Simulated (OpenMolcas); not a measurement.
Computed levels of 5s² 5p⁴ in ions with 52 electrons, in cm-1 above ³P₂.

```yaml
Program: OpenMolcas
Method: SS-RASPT2, IPEA 0.25 Eh, imaginary shift 0.1 Eh
Basis: ANO-R2
Scalar_Hamiltonian: X2C, finite nucleus
Spin-orbit_coupling: RASSI with atomic mean-field integrals over the reference wave functions, term energies averaged over their components
```

Active space for each ion: 6 electrons in 9 orbitals (RAS2 5s 5p; RAS3 5d, at most 2 electrons); closed shells correlated by CASPT2: 4d.

```json
{"Level": "³P₁", "Te": "4210", "Xe2+": "8500"}
{"Level": "³P₀", "Te": "4550", "Xe2+": "7850"}
{"Level": "¹D₂", "Te": "10800", "Xe2+": "16440"}
{"Level": "¹S₀", "Te": "23230", "Xe2+": "34790"}
```

**Question.** Estimate ³P₀, ¹D₂, ¹S₀ for I+ from its neighbours Te and Xe2+.

**Answer.** ³P₀ is fine structure, which grows about as the fourth power of a screened charge, so the fourth roots are averaged: ((4550^0.25 + 7850^0.25) / 2)^4 = 6032. The calculation gives 6180, so the estimate is off by -2.4 %; the measured value is 6448 (NIST Handbook of Basic Atomic Spectroscopic Data).
¹D₂ is another term, which grows about linearly with the charge: (10800 + 16440) / 2 = 13620. The calculation gives 13490, so the estimate is off by +1.0 %; the measured value is 13727 (NIST Handbook of Basic Atomic Spectroscopic Data).
¹S₀ is another term, which grows about linearly with the charge: (23230 + 34790) / 2 = 29010. The calculation gives 28870, so the estimate is off by +0.5 %; the measured value is 29501 (NIST Handbook of Basic Atomic Spectroscopic Data).

CASPT2 breaks the degeneracy within a term, and the mean is taken; among the terms shown or strongly mixed into the levels shown the widest spread is 47 cm-1 (5s² 5p⁴ ¹D, Xe2+). Active for correlation alone: 5d; no level in the range computed is led by a configuration that fills it, so any true level of that kind is missing (holds for Te; I+). The run also gave levels led by 5s 5p⁴ 5d, which use shells meant for correlation; these and all levels above them are left out (holds for Xe2+). Computed and measured levels are paired by configuration, term and J; levels that our copy of the source lacks, or whose pairing is in doubt (as where it misses far off the trend of its configuration), stay unpaired and out of the deviations. Levels of configurations outside the active space are missing.
